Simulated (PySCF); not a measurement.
# Ru+: excitation energy

Ru+ [Kr] 4d7 (4F) → Ru+ [Kr] 4d6 5p1 (high-spin determinant), as a difference of total energies. All numbers are calculated (PySCF 2.14, scalar relativity by spin-free X2C-1e, in aug-cc-pVTZ-DK (9s8p6d3f2g, 102 functions)). Correlated levels: valence: [Kr] frozen. The calculations carry no spin-orbit coupling.

```csv
method,excitation energy (cm⁻¹)
UHF,38136
LDA,46959
PBE,46091
PBE0,45838
r2SCAN,45247
r2SCANh,45256
wB97X-V,49073
BHandHLYP,47005
```

Question: Estimate what SCS-MP2 (valence) gives.

Answer: 49250 cm⁻¹, closest to wB97X-V among the rows shown.

Question: Estimate what MP2 (valence) gives.

Answer: 46097 cm⁻¹, closest to PBE among the rows shown.

A first-order spin-orbit estimate (lowest level to lowest level, LS coupling) adds 0.125 eV.

The determinant of the upper state mixes LS terms, which raises its energy above the lowest term, most at the Hartree-Fock and MP2 levels.
